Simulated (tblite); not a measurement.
A tight-binding relaxation on `C(C[C@H](C=C)C(=O)Br)C`.

Computed with GFN2-xTB geometry optimisation, gas phase (tblite 0.8.0). Start geometry: from a force field or distance geometry. The input is one job of a driver script: a line of settings, then coordinates in Å.

Command:
```bash
OMP_NUM_THREADS=1 python probes_run.py task.json out
```

Input:
```
{"job": {"kind": "relax", "xc": "GFN2-xTB", "basis": "xTB"}, "charge": 0, "multiplicity": 1}
C     -2.940200    -0.899900     0.616000
C     -2.060600    -0.417400    -0.261500
C     -0.791500     0.270000     0.225800
C      0.409500    -0.444300    -0.268400
C      1.640900     0.234500     0.257700
C      2.909400    -0.480500    -0.214600
C     -0.851500     1.645200    -0.346400
O     -0.086400     2.128500    -1.136700
Br    -2.284000     2.762200     0.269200
H     -3.834500    -1.388000     0.209700
H     -2.802900    -0.799400     1.702400
H     -2.187000    -0.512700    -1.327100
H     -0.777600     0.300000     1.348300
H      0.386600    -1.535200     0.054100
H      0.376300    -0.453900    -1.386500
H      1.634100     0.306600     1.380600
H      1.721900     1.249600    -0.170600
H      3.814900    -0.016200     0.185900
H      2.829700    -1.526400     0.169400
H      2.887800    -0.412100    -1.310300
```

Output:
```
step      E/eV     max force
  0    -781.08841    1.904
  1    -781.25173    2.280
  2    -781.30533    1.263
  3    -781.34656    0.434
  4    -781.37559    0.469
  5    -781.39199    0.493
  6    -781.41163    0.360
  7    -781.42714    0.251
  8    -781.43614    0.268
  9    -781.44449    0.258
... (96 lines left out)
106    -781.50801    0.042
107    -781.50811    0.023
108    -781.50819    0.030
109    -781.50825    0.032
110    -781.50831    0.030
111    -781.50839    0.018
112    -781.50847    0.017
113    -781.50852    0.011
114    -781.50854    0.010
115    -781.50854    0.007
```

«max force» is the largest atomic force in eV/Å.

Q: From which step on does the largest force stay under 0.1 eV/Å, and how much energy is left to gain from there?

A: From step 43 (0.063 eV/Å), 11.9 meV above the end.

Summary of the converged run: energy lowered by 9.7 kcal/mol over 115 steps; largest atomic force 0.007 eV/Å at the end.

Q: Give the final coordinates.

A: 0.255 Å rms from the input after alignment:
```
atom  x, y, z in Å
C1    -3.0788   -0.7626    0.5459
C2    -2.0473   -0.5169   -0.2391
C3    -0.8133    0.2309    0.2082
C4     0.4701   -0.4389   -0.2949
C5     1.7220    0.2210    0.2798
C6     2.9883   -0.4715   -0.2077
C7    -0.9724    1.5912   -0.3927
O8    -0.6170    2.0053   -1.4373
Br9   -2.0556    2.7741    0.7695
H10   -3.9417   -1.2984    0.1901
H11   -3.1041   -0.4441    1.5749
H12   -2.0394   -0.8282   -1.2746
H13   -0.8084    0.3065    1.2986
H14    0.4447   -1.4911   -0.0032
H15    0.4991   -0.3890   -1.3854
H16    1.6849    0.1836    1.3715
H17    1.7480    1.2716   -0.0179
H18    3.8687    0.0120    0.2078
H19    2.9945   -1.5160    0.0960
H20    3.0527   -0.4288   -1.2925
```

Q: Estimate the wall time. Hardware: one thread of an Arm Neoverse N1, shared host with 64 logical CPUs at a one-minute load of 28.

A: About 1.6 s.
Labels such as C1 count atoms from 1, the log's own numbers from 0.
